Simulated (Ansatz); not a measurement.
CH4Mg (SMILES [CH3][MgH]) moved off its minimum; all values from Ansatz (a quantum-chemistry and plane-wave program), cores frozen in correlated methods.
(charge 0, multiplicity 1)
```xyz
6

Mg    -0.72509    -0.46525    -0.10937
H     -2.22980    -1.15983    -0.27877
C      1.16620     0.48536     0.10367
H      1.42074     0.29592     1.27273
H      0.95903     1.76392     0.19279
H      1.79107     0.27870    -0.65606
```

Question: Give the forces (eV/Å), the total energy and the dipole at CCSD(T)/def2-TZVPPD.

Answer: 
```tsv
atom	Fx	Fy	Fz
Mg1	0.505	0.410	-0.008
H2	-0.413	-0.224	-0.025
C3	-3.904	3.975	5.628
H4	0.289	0.019	-2.938
H5	0.595	-3.512	-0.632
H6	2.927	-0.668	-2.026
```
Energy -240.0201 hartree, dipole 0.31 D.
